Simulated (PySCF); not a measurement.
Some computed properties have been withheld. Give your best values.

Compound: (Cl2Al-mu-H)2.
Geometry (PBE0-D3(BJ)/def2-SVP, Å), atoms numbered from 1 in this order:
```xyz
8
Al2Cl4H2 angstrom
Al    -0.6963   -0.4804    0.9417
Cl    -1.5471   -2.3682    0.7049
Cl    -0.9387    0.6924    2.6465
H      0.9676   -0.5026    0.4587
Al     0.7330    0.4592   -0.9637
Cl     0.9661   -0.7133   -2.6696
Cl     1.5847    2.3459   -0.7231
H     -0.9311    0.4814   -0.4790
```

| property | level | value |
| --- | --- | --- |
| point group | PBE0-D3(BJ)/def2-SVP | ? |
| rotational constants A, B, C | PBE0-D3(BJ)/def2-SVP | ? |
| dipole moment | wB97X-D/def2-SVPD | 0.00 D by symmetry (numerical residue 0.02 D) |
| HOMO energy | wB97X-D/def2-SVPD | ? |
| LUMO energy | wB97X-D/def2-SVPD | -0.14 eV |
| lowest singlet excitation | TDDFT wB97X-D/def2-SVPD | ? |
| strongest line among the 15 lowest singlet transitions | TDDFT wB97X-D/def2-SVPD | S13 at 8.29 eV (150 nm, f = 0.250) |
| lowest triplet excitation (Tamm–Dancoff) | TDA wB97X-D/def2-SVPD | 6.47 eV |
| static isotropic polarisability | wB97X-D/def2-SVPD | 101.3 au |
| vertical ionisation energy | ΔSCF wB97X-D/def2-SVPD | 11.69 eV |
| vertical electron affinity | ΔSCF wB97X-D/def2-SVPD | ? |
| electronic spatial extent ⟨r²⟩ about the centre of nuclear charge | wB97X-D/def2-SVPD | ? |
| 1H chemical shifts (computed TMS as zero) by class | GIAO B3LYP/pcSseg-1 (pcSseg-2 on Al) | 4.92 (H4/H8) ppm |
| isotropic shieldings of nuclei other than C and H, by class | GIAO B3LYP/pcSseg-1 (pcSseg-2 on Al) | 459 (Al1/Al5), 971 (Cl2/Cl3/Cl6/Cl7) ppm |
| core binding energies | ΔSCF SCAN, pcX-2 on the ionised atom, pcseg-1 elsewhere, spin-free X2C, 2p3/2 from a spin–orbit splitting computed afterwards within the 2p shell | Cl2p3/2 206.4 (Cl2/Cl3/Cl6/Cl7), Al1s 1569.2 (Al1/Al5), Cl1s 2829.0 (Cl2/Cl3/Cl6/Cl7) eV |

The electronic properties come from PySCF, for the isolated species, density fitting.

**Question.** The lowest singlet excitation?

**Answer.** 6.85 eV (181 nm, f = 0.000).

**Question.** Give the point group.

**Answer.** D2h.

**Question.** Give the HOMO energy.

**Answer.** -11.45 eV.

**Question.** What is the electronic spatial extent ⟨r²⟩ about the centre of nuclear charge?

**Answer.** 2405 bohr².

**Question.** What is the vertical electron affinity?

**Answer.** 0.18 eV.

**Question.** What are the rotational constants A, B, C?

**Answer.** 1.063, 0.627, 0.396 GHz.

With B = h/(8π²I), that is 505.379 GHz u Å² over I, the principal moments of inertia are 475.5, 806.3 and 1276.3 u Å² (most abundant isotopes). The rotational constants make it an asymmetric top with κ = (2B − A − C)/(A − C) = -0.31, nearer the prolate limit (−1). The principal polarisabilities are 78.4, 111.3 and 114.3 au; their mean is the isotropic value. No computed singlet falls in the visible range (750 to 380 nm, 1.65 to 3.26 eV); S1 lies 3.59 eV above its blue end. −ε(LUMO) is 0.14 eV against a ΔSCF electron affinity of 0.18 eV.

For the NMR shielding job (B3LYP/pcSseg-1 (pcSseg-2 on Al)), on AMD EPYC, one thread, no GPU (shared host), this took 59 s of wall time and 1.1 GiB of memory at its peak.
